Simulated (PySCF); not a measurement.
## Deuteron quadrupole couplings in `[SiH3]C[SiH]1OCCCO1`

Compound: C₄H₁₂O₂Si₂.
Numbering: `[SiH3:1][CH2:2][SiH:3]1[O:4][CH2:5][CH2:6][CH2:7][O:8]1` (hydrogens: H9, H10, H11 on Si1; H12, H13 on C2; H14 on Si3; H15, H16 on C5; H17, H18 on C6; H19, H20 on C7)

Geometry (GFN2-xTB, Å), atoms numbered from 1 in this order:
```
atom  x, y, z in Å
Si1    2.7451   -0.4908    0.3939
C2     2.0204    1.0582   -0.4267
Si3    0.1369    1.1366   -0.4532
O4    -0.4213   -0.0463   -1.4313
C5    -1.4580   -0.9064   -1.0496
C6    -2.3122   -0.3408    0.0774
C7    -1.4587   -0.0481    1.3045
O8    -0.4540    0.8942    1.0507
H9     4.2089   -0.4550    0.2752
H10    2.2593   -1.7143   -0.2558
H11    2.3956   -0.5381    1.8171
H12    2.3871    1.9448    0.0852
H13    2.3739    1.1325   -1.4528
H14   -0.4025    2.4133   -0.9343
H15   -1.0176   -1.8620   -0.7356
H16   -2.0744   -1.0856   -1.9386
H17   -3.0961   -1.0529    0.3357
H18   -2.7677    0.5918   -0.2604
H19   -2.0817    0.3551    2.1114
H20   -0.9884   -0.9753    1.6583
```

Level: PBE0/pcSseg-1 (PySCF, non-relativistic); Q(2H) = 0.00286 b; rigid geometry, the same for H and D, with no vibrational averaging.

Question: Rank these positions by the coupling χzz of a deuteron there, largest first.
A. H13 (methylene hydrogen)
B. H18 (methylene hydrogen)
C. H19 (methylene hydrogen)
D. H14 (Si–H hydrogen)

Answer: A (218 kHz), B (203 kHz), C (194 kHz), D (105 kHz).

Tabulate Vzz, the asymmetry η and χzz = 234.96 MHz × Q × Vzz for every hydrogen position.

| atom | bonded to | bond length (Å) | Vzz (au) | η | χzz (kHz) |
| --- | --- | --- | --- | --- | --- |
| H9 | Si1 | 1.469 | 0.1594 | 0.01 | 107 |
| H10 | Si1 | 1.468 | 0.1601 | 0.01 | 108 |
| H11 | Si1 | 1.466 | 0.1613 | 0.01 | 108 |
| H12 | C2 | 1.087 | 0.3253 | 0.01 | 219 |
| H13 | C2 | 1.088 | 0.3246 | 0.01 | 218 |
| H14 | Si3 | 1.467 | 0.1557 | 0.01 | 105 |
| H15 | C5 | 1.098 | 0.2851 | 0.05 | 192 |
| H16 | C5 | 1.097 | 0.2888 | 0.06 | 194 |
| H17 | C6 | 1.090 | 0.3080 | 0.02 | 207 |
| H18 | C6 | 1.091 | 0.3020 | 0.00 | 203 |
| H19 | C7 | 1.096 | 0.2892 | 0.06 | 194 |
| H20 | C7 | 1.098 | 0.2849 | 0.05 | 191 |

Average by the element that carries the hydrogen.

on Si: 107 kHz over 4 positions, mean bond length 1.468 Å; on C: 202 kHz over 8 positions, mean bond length 1.093 Å.

How does χzz go with the bond length over the 8 C–H bonds?

A straight-line fit has a slope of -24.5 kHz for each 0.01 Å, with a correlation coefficient of -0.98, over lengths from 1.087 to 1.098 Å. The longer bonds have the smaller couplings here.

A static deuteron (I = 1) shows a doublet split by (3/2)χ, (3/4)χ(1 + η) and (3/4)χ(1 − η) with the field along z, y and x of the gradient. What are these for H20?

With |χ| = 191.5 kHz and η = 0.053: 287, 151 and 136 kHz, to first order and without motion.

The structure is a single GFN2-xTB conformer in the gas phase; no vibrational or solvent corrections. GFN2-xTB bond lengths can be off by several hundredths of an ångström, more for odd bonds, and the gradients follow them. A larger basis could move these couplings by a tenth or more.

These values come from a run that also computed NMR shieldings. The run took 49 s of wall time (grids of density and orbitals included) on an Arm Neoverse V1 with one thread, shared host with 64 logical CPUs at a one-minute load of 53, and the process peaked at 0.95 GiB of memory.
